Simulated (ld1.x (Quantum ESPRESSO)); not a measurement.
## Pseudopotential generation for helium (He): RRKJ, PBE, scalar-relativistic.

He (Z = 2), norm-conserving RRKJ (Kleinman–Bylander form), made with ld1.x (Quantum ESPRESSO) 7.5 (PBE, scalar-relativistic). Core none, reference 1s2. Waves: 1s (bound): rc 0.50 bohr; 2p channel at -0.05 Ry: rc 0.45 bohr. Local part: the p channel. Core correction: none. rho0 = 0.01.

(1) Tests: 1s1; 1s1.5. Which has the largest error in its energy relative to the reference configuration, and how large is it?

A Bessel basis up to 400 Ry misses an occupied level by 0.10 Ry, so cutoffs and ghosts were not judged.

Results:

(1) 1s1, with +20 meV (all-electron minus pseudo) on +26.96 eV.
